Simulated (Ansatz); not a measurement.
Start from `[AlH2][CH2]Cl` and change one atom or group to get `C[O][AlH][CH2]Cl`.

Ansatz, PBE0-D4/def2-TZVP geometries, multiplicity 1. Each molecule was computed in one conformer, which needn't be the lowest.

| property | `[AlH2][CH2]Cl` |
| --- | --- |
| LUMO energy (B3LYP/def2-TZVPP) / eV | -1.88 |
| size of the dipole moment (PBE/def2-TZVPP) / D | 1.62 |
| size of the dipole moment (ωB97M-V/def2-TZVPP) / D | 1.72 |
| HOMO–LUMO gap (PBE0/def2-TZVPP) / eV | 5.90 |
| HOMO energy (B3LYP/def2-TZVPP) / eV | -7.32 |
| LUMO energy (ωB97M-V/def2-TZVPP) / eV | -0.06 |

(1) What does the change do to each property? (An estimate is asked.)

Answers

(1) Computed: 
```tsv
property	`C[O][AlH][CH2]Cl`	shift
LUMO energy (B3LYP/def2-TZVPP) / eV	-0.73	1.15
size of the dipole moment (PBE/def2-TZVPP) / D	2.01	0.39
size of the dipole moment (ωB97M-V/def2-TZVPP) / D	2.11	0.39
HOMO–LUMO gap (PBE0/def2-TZVPP) / eV	7.22	1.32
HOMO energy (B3LYP/def2-TZVPP) / eV	-7.47	-0.15
LUMO energy (ωB97M-V/def2-TZVPP) / eV	1.19	1.25
```

With PBE0 the HOMO falls by 0.14 eV and the LUMO rises by 1.17 eV, so the gap widens by about 1.31 eV. PBE moves the HOMO by -0.04 eV and ωB97M-V by -0.20 eV. Dipoles are sizes alone; their direction can turn.

B3LYP here is the variant with VWN-RPA as its local correlation; programs differ in this.
